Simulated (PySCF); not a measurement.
Compound: C8H7B.
Structure used (PBE0-D3(BJ)/def2-SVP), in Å, numbered top down from 1:
```
atom  x, y, z in Å
C1     3.6851   -0.0444   -0.0354
C2     2.4721   -0.0647   -0.0239
C3     1.0349   -0.0831   -0.0107
C4     0.3960   -1.3116   -0.0512
B5    -1.0960   -1.6308   -0.0502
C6    -2.2044   -0.5813   -0.0042
C7    -2.0810    0.7852    0.0472
C8    -0.8983    1.5753    0.0694
C9     0.4241    1.2131    0.0446
H10    4.7594   -0.0361   -0.0460
H11    1.0907   -2.1588   -0.0896
H12   -1.4162   -2.8001   -0.0899
H13   -3.2425   -0.9369   -0.0108
H14   -3.0050    1.3762    0.0762
H15   -1.0730    2.6552    0.1129
H16    1.1374    2.0419    0.0710
```

Computed with PySCF at PBE0/pcSseg-1 and B3LYP/def2-SVPD, non-relativistic, on one gas-phase PBE0-D3(BJ)/def2-SVP geometry that isn't relaxed in the solvent. The solvent is an IEF-PCM continuum (Bondi radii, 1.10 Å for H, scaled by 1.2). Only the electrostatic response of the medium enters.

Gas phase at PBE0/pcSseg-1: HOMO -7.28 eV, LUMO -2.30 eV, dipole 2.15 D.

Question: What does the continuum do to the energy, the frontier levels and the dipole at PBE0/pcSseg-1 in chloroform and dichloromethane?

Answer: 
```csv
solvent,ε,E(solvent) − E(gas) (kcal/mol),polarisation term (kcal/mol),distortion of the solute (kcal/mol),HOMO (eV),LUMO (eV),dipole (D)
chloroform,4.711,-3.07,-3.44,0.37,-7.30,-2.30,2.77
dichloromethane,8.93,-3.71,-4.26,0.55,-7.31,-2.31,2.91
```

The first energy column is the sum of the next two and covers electrostatics alone. From chloroform to dichloromethane the lowering changes by a factor 1.21, Onsager's factor (ε − 1)/(2ε + 1) by 1.18 and ε itself by 1.9.

Question: Which radius a makes the point-dipole formula ΔE = −[(ε − 1)/(2ε + 1)]·μ²/a³ give the value in dichloromethane, with the gas-phase dipole?

Answer: μ = 0.844 au and |ΔE| = 0.00592 Eh give a = 1.96 Å; the farthest nucleus lies 4.76 Å from the centroid of the nuclei, so such a sphere wouldn't even hold the nuclei. The formula assumes a rigid point dipole at the centre of a sphere.

Question: Give the dipole vector in the frame of the coordinates (D, pointing from negative to positive charge), gas and dichloromethane.

Answer: Gas (0.38, 2.11, 0.07), solvent (0.41, 2.88, 0.10). Its length changes by +36 % and its direction by 2°.

Question: Which Hirshfeld charges (PBE0/pcSseg-1) respond most in chloroform (means over atoms taken as equivalent)?

Answer: 
```tsv
atoms	environment	gas (e)	solvent (e)	change
B5	ring boron	+0.072	+0.061	-0.011
H10	alkyne hydrogen	+0.100	+0.110	+0.010
H15	vinylic hydrogen	+0.054	+0.064	+0.010
C2	alkyne carbon	-0.038	-0.046	-0.008
H14	vinylic hydrogen	+0.051	+0.059	+0.008
H12	B–H hydrogen	-0.074	-0.081	-0.007
C4	unsaturated ring CH carbon	-0.087	-0.094	-0.007
H16	vinylic hydrogen	+0.052	+0.057	+0.005
```

Question: Which Mayer bond orders change most in chloroform?

Answer: 
```tsv
bond	length (Å)	gas	solvent	change
C1–C2	1.213	2.378	2.357	-0.021
B5–C6	1.527	1.088	1.101	+0.013
C4–B5	1.526	1.099	1.110	+0.011
C6–C7	1.373	1.633	1.624	-0.009
C1–H10	1.074	1.131	1.137	+0.006
C3–C4	1.385	1.595	1.591	-0.004
C7–C8	1.422	1.294	1.298	+0.004
C8–H15	1.095	0.935	0.931	-0.004
```

Gas phase at B3LYP/def2-SVPD: HOMO -7.07 eV, LUMO -2.46 eV, dipole 2.11 D.

Question: What does the continuum do to the energy, the frontier levels and the dipole at B3LYP/def2-SVPD in chloroform?

Answer: 
| solvent | ε | E(solvent) − E(gas) (kcal/mol) | polarisation term (kcal/mol) | distortion of the solute (kcal/mol) | HOMO (eV) | LUMO (eV) | dipole (D) |
| --- | --- | --- | --- | --- | --- | --- | --- |
| chloroform | 4.711 | -2.64 | -3.00 | 0.36 | -7.05 | -2.43 | 2.76 |

Question: How does the static polarisability (B3LYP/def2-SVPD, frozen core, with the continuum's full static response) change?

Answer: 
| medium | isotropic (au) | principal values (au) | ⟨r²⟩ of the electrons (bohr²) |
| --- | --- | --- | --- |
| gas | 117.0 | 61.3, 118.4, 171.3 | 1252.9 |
| chloroform | 152.3 | 76.3, 157.5, 223.1 | 1251.7 |

The isotropic value in chloroform is 1.30 times the gas-phase one; no cavity-field correction is applied. ⟨r²⟩ is taken about the centre of nuclear charge.
